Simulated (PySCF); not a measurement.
Compound: C3H4BCl.
SMILES: `BC#CCCl`

Jobs on this species (9 atoms, 44 electrons) with PySCF (density fitting). Hardware of each: one thread, Arm Neoverse V1 (aarch64), shared host. Other jobs ran on the host; a repeat could differ by tens of per cent or more. Peak memory is the resident size of the whole Python process, interpreter and libraries included.

| level and settings | work | basis functions | SCF cycles | wall time | peak memory |
| --- | --- | --- | --- | --- | --- |
| delta-SCF UKS SCAN, pcX-2 on the ionised atom, pcseg-1 elsewhere, non-relativistic | ΔSCF core ionisation, 6 holes | 136 | ? | ? | ? |
| delta-SCF UKS SCAN, pcX-1 on the ionised atom, pcseg-1 elsewhere, spin-free X2C | ΔSCF core ionisation, 6 holes | 116 | ? | ? | ? |
| delta-SCF UKS B3LYP, pcX-2 on the ionised atom, pcseg-1 elsewhere, spin-free X2C | ΔSCF core ionisation, 6 holes | 136 | 98 | 30 s | 0.52 GiB |
| PBE0-D3(BJ)/def2-SVP, grid level 1 | geometry optimisation from a GFN2-xTB start shaken at random | 94 | 44 | 20 s | 0.38 GiB |
| delta-SCF UKS PBE, pcX-2 on the ionised atom, pcseg-1 elsewhere, spin-free X2C | ΔSCF core ionisation, 6 holes | 136 | 104 | 16 s | 0.47 GiB |
| delta-SCF UKS SCAN, pcX-2 on the ionised atom, pcseg-1 elsewhere, spin-free X2C | ΔSCF core ionisation, 6 holes | 136 | 111 | 27 s | 0.42 GiB |
| delta-SCF UKS PBE0, pcX-2 on the ionised atom, pcseg-1 elsewhere, spin-free X2C | ΔSCF core ionisation, 6 holes | 136 | 94 | 29 s | 0.53 GiB |
| delta-SCF UKS SCAN, def2-TZVP on the ionised atom, pcseg-1 elsewhere, spin-free X2C | ΔSCF core ionisation, 6 holes | 113 | 107 | 26 s | 0.48 GiB |

**Question.** Fill in the missing figures.

**Answer.** 
- delta-SCF UKS SCAN, pcX-2 on the ionised atom, pcseg-1 elsewhere, non-relativistic; ΔSCF core ionisation, 6 holes: 30 s, 0.48 GiB, 113 SCF cycles
- delta-SCF UKS SCAN, pcX-1 on the ionised atom, pcseg-1 elsewhere, spin-free X2C; ΔSCF core ionisation, 6 holes: 22 s, 0.48 GiB, 108 SCF cycles

**Question.** What do all jobs in the table cost together?

**Answer.** About 3.3 min; the longest takes about 15 % of that, and about 1.9 times as long as the shortest.
